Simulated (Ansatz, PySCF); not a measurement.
Si(H)(Cl)3 anion (Cl3HSi), SMILES Cl[SiH](Cl)Cl (connectivity only; charge and spin as stated), charge -1, multiplicity 2. Atoms are numbered in the order given.

```xyz
5

Si     0.0870    -0.3796     0.0000
Cl     0.0519     1.7782     0.0000
Cl    -0.1548    -0.7489    -2.2659
Cl    -0.1548    -0.7489     2.2659
H      1.5529    -0.6817     0.0000
```
Charge -1, spin multiplicity 2.

Geometry optimised at r2SCAN-D4/def2-SVPD. The spin state was assumed, not searched. The isomer is the one that the SMILES or the coordinates give; other isomers of the formula were not compared.

Two levels are set side by side: PBE-D3(BJ)/def2-SVPD (Ansatz, an electronic-structure program) and r2SCAN-D4/def2-SVPD (Ansatz). Each level has its own optimised geometry; the coordinates shown are those of the second. Frequencies come from the Hessian of PySCF at each geometry. Differences are taken from unrounded values.

```
quantity                            r2SCAN-D4  PBE-D3(BJ)  PBE-D3(BJ) minus r2SCAN-D4
----------------------------------  ---------  ----------  --------------------------
mean bond length (Å)                    2.068       2.083                       0.015
bond Si1–Cl2 (Å)                        2.158       2.177                       0.019
bond Si1–Cl3 (Å)                        2.309       2.321                       0.013
bond Si1–Cl4 (Å)                        2.309       2.321                       0.013
bond Si1–H5 (Å)                         1.497       1.512                       0.016
highest harmonic wavenumber (cm⁻¹)       2164        2081                         -83
mean harmonic wavenumber (cm⁻¹)           577         551                         -26
zero-point energy (kcal/mol)             7.43        7.09                       -0.34
```
